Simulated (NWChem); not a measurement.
# AlH$_{2}$Br; SMILES [AlH2][Br]

```xyz
4

Al     0.0000     0.0000    -1.5745
H      0.0000     1.4013    -2.3018
H      0.0000    -1.4013    -2.3018
Br     0.0000     0.0000     0.7000
```
Atoms are numbered in this order, from 1.

All runs: NWChem. All runs use the structure optimised with B3LYP/6-31G* (spherical d). GIAO values for the isolated, static molecule; σ is the absolute isotropic shielding, δ = σ(reference) − σ with the isolated reference molecule computed at the same levels (1H: tetramethylsilane). Spin-orbit effects, on the heavy nuclei and on their neighbours, are missing.

Estimate the computed values for PBE/pcSseg-1. Quantities: σ Al1 (ppm); δ H2 (ppm); σ Br4 (ppm).

The σ Al1 (ppm) is 294.9 and the δ H2 (ppm) is 5.63. The σ Br4 (ppm) is 2374.0.
